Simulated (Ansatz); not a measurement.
Two isomers of CH4BClOS: A = `CSB(O)Cl`, B = `SCOBCl`.

Computed with Ansatz on PBE0-D4/def2-TZVP structures; ΔE is electronic, products minus reactants. CCSD(T)/CBS is the MP2 limit (def2-TZVPP, def2-QZVPP) plus CCSD(T) − MP2 in def2-TZVPP, frozen cores. DFT in def2-TZVPP. B3LYP here is the variant with VWN-RPA as its local correlation; programs differ in this. One conformer a species, not always the lowest.

Q: Which is lower in electronic energy at CCSD(T)/CBS, and by how much? (Estimate.)

A: Ansatz gave: A, by 36.7 kcal/mol.

Q: Give E(B) − E(A) in kcal/mol with PBE-D4, B3LYP, ωB97M-V, CCSD(T)/def2-TZVPP, HF/def2-TZVPP, CCSD/def2-TZVPP, r2SCAN-D4. (An estimate is asked.)

A: Ansatz gave: PBE-D4 36.7, B3LYP 34.4, ωB97M-V 35.9, CCSD(T)/def2-TZVPP 35.5, HF/def2-TZVPP 33.0, CCSD/def2-TZVPP 35.1, r2SCAN-D4 37.6. None reverses the order clearly.

Largest T1 diagnostic: 0.013.

In def2-TZVPP, CCSD(T) changes the Hartree–Fock value by +2.5 kcal/mol (the triples alone add +0.4 kcal/mol) and MP2 by +5.0 kcal/mol. The D4 term adds +0.8 kcal/mol with B3LYP and +0.4 kcal/mol with PBE0; it sums over pairs of atoms, weighted by their polarisabilities, and B3LYP, whose exchange is more repulsive, gets the larger term.
